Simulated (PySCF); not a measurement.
**What settings do to a single point of Eu4S4**

The sound run of Eu4S4 (singlet in the valence; each metal's 4f electrons, 7 of them, lie in its core potential, out of spins and levels) uses PySCF 2.14.0, RKS B3LYP, Eu lcecp-0-SVP with ECP53, S def2-SVP; non-relativistic Hamiltonian with scalar-relativistic core potentials where named; density fitting; no spin-orbit coupling, grid (50, 194), threshold 1e-8 Eh and 55 cycles, at the relaxed geometry:

```xyz
8

Eu    1.3980    1.3980    1.3980
Eu    1.3980   -1.3980   -1.3980
Eu   -1.3980    1.3980   -1.3980
Eu   -1.3980   -1.3980    1.3980
S     1.4567    1.4567   -1.4567
S     1.4567   -1.4567    1.4567
S    -1.4567    1.4567    1.4567
S    -1.4567   -1.4567   -1.4567
```

There Eu1 has a Mulliken charge of 0.60 e and the dipole about the centre of mass is 0.00 D. Each run below changes one thing and starts from free metal ions and neutral atoms unless it says otherwise; with 55 cycles, smearing, a level shift and second-order steps follow where DIIS fails, and their cycles count. Energy shifts count from the sound run. On f atoms grids over 110 angular points are at least (60, 302).

```
                                                       change    outcome  cycles  energy shift (eV)  largest force component (eV/Å)  charge on Eu1 (e)  dipole about the centre of mass (D)
             charge changed by +1, spin kept, limit 70 cycles    refused       –                  –                               –                  –                                    –
                                                grid (30, 86)  converged      12            -0.0811                            0.08               0.61                                 0.00
start from a density of up to 30 smeared cycles (not counted)  converged       7             0.0000                            0.00               0.60                                 0.00
```

**Question.** How does the run with this change end: all coordinates × 1.05?

**Answer.** outcome converged, cycles 15, energy shift (eV) 0.56, largest force component (eV/Å) 0.70, charge on Eu1 (e) 0.60, dipole about the centre of mass (D) 0.00.

Forces carry noise of the integration grid, about 0.01 to 0.03 eV/Å.

An lcecp potential fixes the number of 4f electrons, so in runs with it no electron can move into or out of that shell.
